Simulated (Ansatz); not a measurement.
```yaml
crystal:
  periodic: [false, false, false]
  atoms:
    - {symbol: Rb, position_ang: [-1.997697, 0.715999, 0.138189]}
    - {symbol: Rb, position_ang: [0.820230, -1.460631, 1.052541]}
    - {symbol: Rb, position_ang: [2.214415, 0.709428, -2.473467]}
    - {symbol: H, position_ang: [-1.875340, -1.062007, 2.030789]}
    - {symbol: H, position_ang: [-0.368602, -1.122814, -1.582443]}
    - {symbol: H, position_ang: [1.152067, 1.866630, 0.512110]}
basis:
  gaussian: {orbitals: def2-mTZVPP, nuclear_model: gaussian}
total_charge: -1
magnetization: {spin_polarized: true, initial_magnetization: 1}
hamiltonian: {xc: {name: B3LYP5}}
scf: {omitted_lower_state_checks: [starts]}
output: {forces: true}
```

```sh
$ ansatz run in.yaml --threads 4 --pin off --events-out ev --progress --plain --max-ram 3916MiB
```

Shortened log:

```
Functional definition: B3LYP5
1167 factors; integrals over basis functions are off by at most 3.4e-4 eV
mean field evaluation 1: about -2011.1737 eV, gradient 1.1e1 eV
mean field evaluation 2: about -2011.0255 eV, gradient 1.1e1 eV
mean field evaluation 4: about -2012.6940 eV, gradient 3.6e-1 eV
mean field evaluation 8: about -2012.7047 eV, gradient 5.2e-2 eV
mean field evaluation 16: about -2012.7049 eV, gradient 3.5e-4 eV
mean field -2012.70485221 eV, -73.9655390584 hartree, gradient 1.1e-5 eV, S^2 0.750602; 0 other end points of the search recorded, 0 dependent functions left out
reference -2012.70510941 eV, -73.9655485102 hartree; 16, 15 occupied and 98, 99 virtual orbitals, 1167 factors
Total energy: -2012.70510941 eV, -73.9655485102 hartree
Atom 0 at    -1.997697     0.715999     0.138189 Å, force     0.296308     0.051227    -0.178762 eV/Å
Atom 1 at     0.820230    -1.460631     1.052541 Å, force    -0.214377     0.224939    -0.096418 eV/Å
Atom 2 at     2.214415     0.709428    -2.473467 Å, force    -0.241264    -0.012504     0.259949 eV/Å
Atom 3 at    -1.875340    -1.062007     2.030789 Å, force     0.159739    -0.084611     0.097407 eV/Å
Atom 4 at    -0.368602    -1.122814    -1.582443 Å, force     0.157732     0.193787     0.112084 eV/Å
Atom 5 at     1.152067     1.866630     0.512110 Å, force    -0.158138    -0.372837    -0.194259 eV/Å
Dipole moment:    -1.318307    -0.171724     0.825060 e Å
Checks for a lower state left out: starts
```

Run time 4.1 s (4 threads of Arm Neoverse V2 on a shared host).

In the def2 sets Rb takes a core potential; there is no spin–orbit coupling. The highest occupied level of an anion often lies above zero with these methods, and sets without diffuse functions describe the outer electron poorly.

The dipole of an ion depends on the origin.
